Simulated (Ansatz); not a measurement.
Born–Oppenheimer molecular dynamics of AlCl5H3OTa (11 atoms, charge 0, multiplicity 1). It starts at the highest image of a converged band. Of that band: The profile has 2 maxima (images 2, 6) with wells between them (image 5): this band takes more than one step, which may be the mechanism or a detour left from its start path. A structure lower than the first end lies on the path between it and the top, so the climb from that side starts below the end, which may itself be a saddle point or a shallow side well. A vibrational analysis at the climbing image gives one clearly imaginary mode, 605i cm⁻¹: a first-order saddle point.

Method: RKS PBE/def2-SVP in Ansatz.

```json
{"ensemble": "NVE (velocity Verlet)", "time step": "0.5 fs", "steps asked": "200", "starting velocities drawn for": "100 K", "seed": "4098"}
```

Frames 2.5 fs apart, positions in Å, forces in eV/Å.

Velocities at 60 fs (Å/ps):

```
Ta -1.16 0.09 0.61
Cl 4.75 0.09 -0.95
Cl 1.82 -0.06 -0.24
Cl 0.70 -1.49 -0.39
Cl -1.70 1.44 0.02
Cl 0.39 0.14 -1.52
O -3.26 2.18 1.66
Al 1.16 -1.32 -0.12
H 4.23 -7.23 -2.54
H -12.93 -10.31 0.83
H 28.21 -2.05 -22.47
```

```xyz
11
Properties=species:S:1:pos:R:3:forces:R:3 time_fs=60 energy_less_start_eV=-0.074 T=164
Ta 0.060 -0.151 0.253 -0.82 0.52 0.74
Cl 2.815 -0.949 -0.096 0.17 0.80 -0.99
Cl 0.989 1.546 1.565 -0.07 -0.32 -0.37
Cl 0.380 0.799 -1.897 0.10 -0.23 0.27
Cl -2.121 0.364 0.860 0.45 -0.03 -0.38
Cl -0.771 -2.252 -1.174 0.16 0.09 0.19
O 0.294 -1.573 1.390 0.04 0.05 0.01
Al -0.247 -3.273 0.896 0.12 0.01 -0.23
H 1.092 -4.116 0.765 0.12 -0.13 -0.09
H -1.577 -3.792 1.564 -0.18 -0.01 0.11
H 2.861 -1.859 0.793 -0.10 -0.75 0.75
11
Properties=species:S:1:pos:R:3:forces:R:3 time_fs=62.5 energy_less_start_eV=-0.074 T=164
Ta 0.057 -0.151 0.254 -0.84 0.59 0.70
Cl 2.827 -0.948 -0.099 0.16 0.65 -0.81
Cl 0.993 1.546 1.564 -0.08 -0.33 -0.39
Cl 0.382 0.795 -1.898 0.10 -0.23 0.28
Cl -2.125 0.367 0.860 0.47 -0.03 -0.38
Cl -0.770 -2.252 -1.177 0.18 0.09 0.23
O 0.286 -1.568 1.395 0.04 -0.13 0.01
Al -0.244 -3.276 0.896 -0.11 -0.19 -0.08
H 1.105 -4.137 0.756 -0.07 0.01 -0.05
H -1.610 -3.816 1.567 0.26 0.16 -0.09
H 2.929 -1.890 0.762 -0.11 -0.58 0.56
11
Properties=species:S:1:pos:R:3:forces:R:3 time_fs=65 energy_less_start_eV=-0.058 T=150
Ta 0.053 -0.150 0.256 -0.82 0.63 0.66
Cl 2.839 -0.946 -0.104 0.29 -0.48 0.19
Cl 0.998 1.545 1.563 -0.09 -0.33 -0.39
Cl 0.384 0.791 -1.899 0.11 -0.23 0.29
Cl -2.128 0.371 0.859 0.47 -0.03 -0.38
Cl -0.768 -2.251 -1.181 0.19 0.08 0.28
O 0.278 -1.563 1.399 0.04 -0.31 0.02
Al -0.242 -3.280 0.895 -0.19 -0.27 -0.02
H 1.113 -4.157 0.745 -0.20 0.13 -0.01
H -1.629 -3.831 1.566 0.47 0.25 -0.18
H 2.990 -1.950 0.760 -0.28 0.56 -0.45
11
Properties=species:S:1:pos:R:3:forces:R:3 time_fs=67.5 energy_less_start_eV=-0.045 T=139
Ta 0.050 -0.149 0.258 -0.80 0.63 0.62
Cl 2.852 -0.945 -0.108 0.34 -0.79 0.42
Cl 1.002 1.543 1.560 -0.09 -0.32 -0.38
Cl 0.386 0.786 -1.898 0.11 -0.22 0.30
Cl -2.130 0.374 0.857 0.46 -0.02 -0.38
Cl -0.767 -2.251 -1.183 0.20 0.07 0.31
O 0.270 -1.559 1.403 0.06 -0.42 0.00
Al -0.239 -3.284 0.894 -0.11 -0.18 -0.09
H 1.111 -4.169 0.732 -0.20 0.16 0.00
H -1.621 -3.832 1.554 0.38 0.21 -0.12
H 3.034 -1.982 0.736 -0.36 0.87 -0.67
11
Properties=species:S:1:pos:R:3:forces:R:3 time_fs=70 energy_less_start_eV=-0.084 T=172
Ta 0.046 -0.148 0.260 -0.79 0.57 0.59
Cl 2.865 -0.945 -0.112 0.19 0.07 -0.27
Cl 1.006 1.541 1.557 -0.08 -0.30 -0.37
Cl 0.388 0.781 -1.897 0.11 -0.21 0.30
Cl -2.132 0.378 0.855 0.43 -0.01 -0.37
Cl -0.764 -2.250 -1.185 0.21 0.08 0.32
O 0.262 -1.557 1.407 0.09 -0.46 -0.04
Al -0.237 -3.289 0.893 0.12 0.09 -0.25
H 1.097 -4.173 0.719 -0.07 0.10 0.00
H -1.592 -3.821 1.535 0.02 0.06 0.06
H 3.058 -1.967 0.677 -0.21 0.01 0.05
11
Properties=species:S:1:pos:R:3:forces:R:3 time_fs=72.5 energy_less_start_eV=-0.055 T=147
Ta 0.042 -0.147 0.263 -0.77 0.48 0.57
Cl 2.879 -0.945 -0.116 -0.02 1.14 -1.05
Cl 1.010 1.538 1.554 -0.07 -0.28 -0.35
Cl 0.391 0.775 -1.896 0.10 -0.20 0.30
Cl -2.133 0.381 0.852 0.39 0.00 -0.35
Cl -0.762 -2.249 -1.187 0.21 0.09 0.33
O 0.255 -1.556 1.411 0.11 -0.44 -0.11
Al -0.235 -3.293 0.892 0.32 0.41 -0.42
H 1.079 -4.170 0.707 0.14 -0.03 -0.02
H -1.562 -3.807 1.520 -0.41 -0.11 0.26
H 3.071 -1.953 0.621 0.00 -1.06 0.84
11
Properties=species:S:1:pos:R:3:forces:R:3 time_fs=75 energy_less_start_eV=-0.083 T=171
Ta 0.038 -0.146 0.266 -0.69 0.35 0.55
Cl 2.893 -0.943 -0.122 0.09 0.37 -0.46
Cl 1.014 1.535 1.550 -0.06 -0.25 -0.32
Cl 0.394 0.770 -1.895 0.10 -0.18 0.29
Cl -2.133 0.385 0.849 0.32 0.02 -0.33
Cl -0.759 -2.248 -1.188 0.20 0.08 0.33
O 0.248 -1.557 1.415 0.14 -0.39 -0.17
Al -0.232 -3.297 0.889 0.25 0.57 -0.44
H 1.069 -4.169 0.693 0.28 -0.11 -0.03
H -1.554 -3.798 1.520 -0.49 -0.16 0.30
H 3.081 -1.992 0.608 -0.14 -0.30 0.27
11
Properties=species:S:1:pos:R:3:forces:R:3 time_fs=77.5 energy_less_start_eV=-0.091 T=178
Ta 0.033 -0.145 0.269 -0.58 0.21 0.53
Cl 2.906 -0.940 -0.128 0.22 -0.77 0.34
Cl 1.017 1.532 1.545 -0.04 -0.21 -0.28
Cl 0.397 0.764 -1.892 0.09 -0.17 0.29
Cl -2.132 0.388 0.845 0.25 0.04 -0.30
Cl -0.756 -2.247 -1.189 0.19 0.07 0.33
O 0.242 -1.560 1.418 0.15 -0.33 -0.22
Al -0.228 -3.299 0.886 -0.06 0.45 -0.29
H 1.074 -4.174 0.677 0.22 -0.08 -0.01
H -1.575 -3.798 1.536 -0.14 -0.05 0.13
H 3.083 -2.048 0.610 -0.31 0.83 -0.51
11
Properties=species:S:1:pos:R:3:forces:R:3 time_fs=80 energy_less_start_eV=-0.107 T=192
Ta 0.028 -0.143 0.272 -0.48 0.07 0.50
Cl 2.921 -0.939 -0.135 0.16 -0.75 0.33
Cl 1.021 1.528 1.540 -0.03 -0.17 -0.24
Cl 0.400 0.757 -1.890 0.08 -0.15 0.28
Cl -2.131 0.392 0.840 0.16 0.06 -0.27
Cl -0.752 -2.245 -1.189 0.18 0.05 0.32
O 0.236 -1.564 1.420 0.18 -0.23 -0.28
Al -0.225 -3.301 0.882 -0.30 0.20 -0.10
H 1.093 -4.183 0.661 0.02 0.05 0.03
H -1.603 -3.801 1.560 0.29 0.08 -0.09
H 3.067 -2.060 0.586 -0.26 0.80 -0.47
11
Properties=species:S:1:pos:R:3:forces:R:3 time_fs=82.5 energy_less_start_eV=-0.124 T=206
Ta 0.023 -0.142 0.275 -0.38 -0.07 0.46
Cl 2.935 -0.939 -0.140 -0.01 0.42 -0.40
Cl 1.024 1.524 1.534 0.00 -0.12 -0.19
Cl 0.403 0.751 -1.886 0.06 -0.13 0.27
Cl -2.130 0.395 0.835 0.07 0.09 -0.24
Cl -0.749 -2.244 -1.188 0.16 0.04 0.30
O 0.231 -1.569 1.422 0.21 -0.11 -0.33
Al -0.222 -3.302 0.878 -0.34 0.00 -0.01
H 1.112 -4.189 0.646 -0.17 0.16 0.07
H -1.615 -3.800 1.580 0.50 0.13 -0.22
H 3.036 -2.030 0.537 -0.10 -0.40 0.29
11
Properties=species:S:1:pos:R:3:forces:R:3 time_fs=85 energy_less_start_eV=-0.121 T=204
Ta 0.018 -0.140 0.278 -0.27 -0.22 0.41
Cl 2.949 -0.938 -0.146 -0.06 1.07 -0.76
Cl 1.028 1.520 1.529 0.02 -0.07 -0.14
Cl 0.406 0.744 -1.883 0.05 -0.11 0.26
Cl -2.129 0.399 0.830 -0.04 0.11 -0.20
Cl -0.745 -2.242 -1.187 0.14 0.02 0.26
O 0.227 -1.573 1.421 0.24 0.04 -0.36
Al -0.220 -3.303 0.873 -0.19 -0.02 -0.04
H 1.122 -4.186 0.636 -0.22 0.18 0.07
H -1.598 -3.791 1.587 0.40 0.07 -0.19
H 2.999 -2.023 0.504 -0.05 -1.08 0.68
11
Properties=species:S:1:pos:R:3:forces:R:3 time_fs=87.5 energy_less_start_eV=-0.165 T=242
Ta 0.013 -0.139 0.282 -0.12 -0.36 0.34
Cl 2.964 -0.935 -0.154 -0.06 -0.17 0.01
Cl 1.032 1.515 1.523 0.05 -0.01 -0.08
Cl 0.409 0.737 -1.879 0.04 -0.09 0.24
Cl -2.128 0.403 0.824 -0.16 0.14 -0.16
Cl -0.740 -2.241 -1.186 0.10 0.00 0.22
O 0.224 -1.579 1.420 0.26 0.17 -0.37
Al -0.218 -3.304 0.869 0.05 0.15 -0.17
H 1.119 -4.173 0.629 -0.11 0.10 0.05
H -1.559 -3.778 1.583 0.03 -0.07 -0.02
H 2.958 -2.069 0.504 -0.08 0.14 -0.06
```

Of the whole run (100 fs, mean temperature of the second half 188 K): The conserved energy stayed within 0.03 meV per atom of its start (net change -0.0059 meV per atom), so the integration is sound. The kinetic energy rose, since the run started high on the potential surface and went downhill. A run of 0.1 ps of so small a system gives no equilibrium averages. The orbitals stay closed-shell, which can raise the energy where a bond breaks towards radicals; this wasn't checked here.

Run time: 13 min on 4 threads of Arm Neoverse V2, with other jobs on the host, peak memory 0.34 GiB.
